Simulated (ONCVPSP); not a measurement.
Cu, ONCV: configuration errors across variants

* Element: Cu (Z = 29)
* Generator: ONCVPSP 4.0.1
* Type: optimised norm-conserving Vanderbilt (ONCV)
* Functional: PBE
* Relativity: scalar-relativistic
* Frozen core: [Ne]
* Valence charge: 19
* Reference configuration: 3s2 3p6 3d10 4s1
* Partial waves: 3s+4s: rc 1.30 bohr, ncon 3, nbas 7, qcut 8.8 1/bohr, 2 projectors; 3p: rc 0.95 bohr, ncon 5, nbas 8, qcut 16.8 1/bohr, 1 projector; 3d: rc 0.95 bohr, ncon 3, nbas 7, qcut 18.7 1/bohr, local
* Local potential: the d channel
* Core correction: Teter function, fcfact 2.75, rcfact 1.15

All-electron excitation energies from the reference (eV): (1) 3s2 3p6 3d10 4s0 8.150; (2) 3s2 3p6 3d9 4s0 29.483; (3) 3s2 3p6 3d9 4s2 1.972.

1 further variants failed, have other tests or too few solved ones, and are left out.

Errors AE − PS in meV (a dash: test not solved or not reliable):

| change | (1) | (2) | (3) | bound ghosts | GHOST(+) flags above zero |
| --- | --- | --- | --- | --- | --- |
| base | +1.5 | -4.3 | -0.5 | none | s |
| all radii but the core radius scaled by about 0.80 (s 1.04, p 0.76, d 0.76 bohr) | +1.5 | -1.4 | +2.0 | none | s |
| all radii but the core radius scaled by about 1.12 (s 1.46, p 1.06, d 1.06 bohr) | +0.9 | -7.1 | -2.4 | none | s |
| all radii but the core radius scaled by about 1.18 (s 1.54, p 1.12, d 1.12 bohr) | -5.6 | -23 | -12 | none | s |

Give the same row for: all radii but the core radius scaled by about 0.92 (s 1.20, p 0.88, d 0.88 bohr).

+1.5, -3.3, +0.4; bound ghosts: none; GHOST(+) flags above zero: s.
